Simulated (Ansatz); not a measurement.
C3H3FMgO2, SMILES `[F][Mg-]1[O]C=CC=[O+]1`. The species carries charge 0 and has multiplicity 1.

Cartesian coordinates in Å:
```
F -0.382 -0.770 -3.653
Mg -0.203 -0.409 -1.943
O 1.337 -0.213 -0.787
C 1.279 0.053 0.445
C 0.126 0.253 1.202
C -1.162 0.183 0.674
O -1.474 -0.063 -0.525
H 2.242 0.133 0.968
H 0.236 0.474 2.255
H -1.997 0.359 1.364
```

**Question.** List the harmonic frequencies (cm⁻¹, unscaled) at PBE0-D4/def2-TZVP in Ansatz. (Best estimate.)

**Answer.** Ansatz gave: 73, 122, 202, 241, 273, 402, 445, 449, 522, 761, 810, 932, 1024, 1028, 1063, 1155, 1383, 1425, 1529, 1555, 1694, 3056, 3056, 3229.

**Question.** Is this a minimum?

**Answer.** Yes, all 24 modes are real.

**Question.** Give the ideal-gas thermochemistry at 298.15 K and 1 bar (rigid rotor, harmonic oscillator; point group C2v, symmetry number 2).

**Answer.** Zero-point energy 158.1 kJ/mol; H(298) − E = 179.5 kJ/mol; entropy 349.1 J/(mol·K), of which translation 168.0, rotation 111.3, vibration 69.9; G(298) − E = 75.5 kJ/mol. Modes under 100 cm⁻¹ are hindered rotations or soft bends, so the harmonic entropy is rough.

**Question.** And at 400, 500, 600, 800 and 1000 K?

**Answer.** 
| T (K) | H − E (kJ/mol) | S (J/mol/K) | G − E (kJ/mol) |
| --- | --- | --- | --- |
| 400 | 191.7 | 384.0 | 38.1 |
| 500 | 205.4 | 414.5 | -1.9 |
| 600 | 220.6 | 442.2 | -44.7 |
| 800 | 254.3 | 490.5 | -138.1 |
| 1000 | 291.1 | 531.6 | -240.4 |
